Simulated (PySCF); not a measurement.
arsenic trifluoride (AsF3), SMILES [As](F)(F)F.

Coordinates come from a B3LYP-D3(BJ)/def2-SVP optimisation.

Method: PBE/def2-TZVPD (PySCF).

Symmetry labels are those of the subgroup Cs that the program uses (full group C3v).

Question: List the valence orbital energies around the gap with their symmetry. (The exact figures need the calculation; the answer reports its results.)

Answer: 
| orbital | symmetry | energy (eV) |
|---|---|---|
| HOMO−7 | A" | -12.69 |
| HOMO−6 | A' | -11.74 |
| HOMO−5 | A' | -10.82 |
| HOMO−4 | A" | -10.82 |
| HOMO−3 | A' | -10.16 |
| HOMO−2 | A" | -10.16 |
| HOMO−1 | A" | -9.94 |
| HOMO | A' | -8.62 |
| LUMO | A' | -2.15 |
| LUMO+1 | A" | -2.15 |
| LUMO+2 | A' | -0.59 |
| LUMO+3 | A' | 0.24 |
